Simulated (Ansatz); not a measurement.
System: KF, charge 0, singlet. KF (SMILES [K][F]).
B3LYP-D3(BJ)/def2-TZVP minimum from Ansatz (a first-principles code):
```xyz
2

K      0.0000     0.0000    -0.7078
F      0.0000     0.0000     1.4942
```
Charge 0, spin multiplicity 1.

Total energies in hartree (Ansatz). Open shells are spin-unrestricted; no spin-orbit coupling. Correlated methods leave the cores frozen (noble-gas shells, and filled d and f shells in the p block). No relativity. Where a partner has so few electrons that a lower coupled-cluster level is exact, that level stands in.

| species | HF/def2-TZVPP | CCSD(T)/def2-TZVPP | HF/def2-QZVPP | CCSD(T)/def2-QZVPP | CCSDT(Q)/def2-QZVPP |
|---|---|---|---|---|---|
| 1: KF (SMILES [F][K]) | -698.67356 | -698.95312 | -698.69253 | -699.00051 | -699.00077 |
| 2: K (doublet) | -599.15335 | -599.15335 | -599.16459 | -599.16459 | -599.16459 |
| 3: F (doublet) | -99.41180 | -99.62506 | -99.41589 | -99.65118 | -99.65148 |

### Question
Work out the atomisation energy (electronic, to ground-state atoms) in kcal/mol: take Hartree-Fock from def2-QZVPP, extrapolate the CCSD(T) correlation energy as X^-3 (X = 3, 4), and add CCSDT(Q) - CCSD(T) in def2-QZVPP. 1 hartree = 627.51 kcal/mol.

### Answer

Species 1: correlation (64·(-0.30798) - 27·(-0.27956))/37 = -0.32872; step -0.00026; E1 = -698.69253 + (-0.32872) + (-0.00026) = -699.02151
Species 2: correlation (64·(0.00000) - 27·(0.00000))/37 = 0.00000; step +0.00000; E2 = -599.16459 + (0.00000) + (+0.00000) = -599.16459
Species 3: correlation (64·(-0.23529) - 27·(-0.21326))/37 = -0.25137; step -0.00030; E3 = -99.41589 + (-0.25137) + (-0.00030) = -99.66756
-1·E1 +1·E2 +1·E3 = 0.18936 hartree = 118.8 kcal/mol.
